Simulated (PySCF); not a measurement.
**TDDFT excited states: C2H5Cl3OSi**

Si(OEt)Cl3, C2H5Cl3OSi.
InChI=1S/C2H5Cl3OSi/c1-2-6-7(3,4)5/h2H2,1H3

Computed with TDDFT B3LYP/def2-SVPD, vertical, gas phase, core orbitals frozen in the response in PySCF 2.14.0, density-fitted response routines. One conformer (not necessarily the lowest) at the PBE0-D3(BJ)/def2-SVP geometry, without solvent, vibrations or thermal averaging.

```
state  E (eV)  λ (nm)       f  |μ| (D)  main configurations (H = HOMO, L = LUMO)
   S1    7.05   175.8  0.0001     0.05                                 H→L (97%)
   S2    7.27   170.5  0.0000     0.03                               H-1→L (97%)
   S3    7.51   165.0   0.022     0.87                               H-2→L (95%)
   S4    7.72   160.6   0.036     1.11                               H-3→L (93%)
   S5    7.95   155.9   0.066     1.48                               H-4→L (93%)
   S6    8.08   153.5  0.0042     0.37                               H→L+1 (96%)
   S7    8.19   151.3   0.048     1.24                               H-5→L (86%)
   S8    8.23   150.6   0.040     1.13                               H-6→L (88%)
   S9    8.32   148.9  0.0075     0.49                               H→L+2 (77%)
  S10    8.40   147.5   0.036     1.06                               H-7→L (82%)
```

Triplets, Tamm–Dancoff:

| state | E (eV) | λ (nm) | main configurations (H = HOMO, L = LUMO) |
| --- | --- | --- | --- |
| T1 | 6.83 | 181.6 | H→L (75%), H-1→L (14%) |
| T2 | 6.92 | 179.2 | H-1→L (79%), H→L (12%) |
| T3 | 7.13 | 173.8 | H-2→L (78%), H-4→L (14%) |
| T4 | 7.31 | 169.6 | H-3→L (80%) |

The lowest singlet comes at 176 nm (680 kJ/mol) in the vacuum ultraviolet; it is dark (f under 0.0005); its leading configuration is HOMO→LUMO (97%). The most intense listed level is S5 at 7.95 eV (156 nm, f = 0.066), 0.90 eV above S1. Löwdin shares by element: HOMO oxygen 45%, chlorine 20% or more, carbon 14% or more (atoms not listed hold the other 21%); LUMO chlorine 68%, silicon 23%. Weighted by f, the mean energy of these states is 8.05 eV. The oscillator strengths of these states sum to 0.260; summed over the whole spectrum of an exact calculation they would give the number of electrons, 90 (Thomas–Reiche–Kuhn). Orbital energies (eV): HOMO-3 -9.41, HOMO-2 -9.24, HOMO-1 -9.06, HOMO -8.73, LUMO -0.71, LUMO+1 0.30, LUMO+2 0.61. No computed singlet lies in the visible range (380 to 750 nm); the lowest, at 176 nm, stands 3.79 eV above its violet end (3.26 eV). Singlets were solved by full linear response, triplets in the Tamm–Dancoff approximation.

Hardware: an Arm Neoverse V2 with one thread, no GPU, on a shared host. Cost: 36 s wall (with the writing of density and orbital grids), 0.92 GiB resident at most.
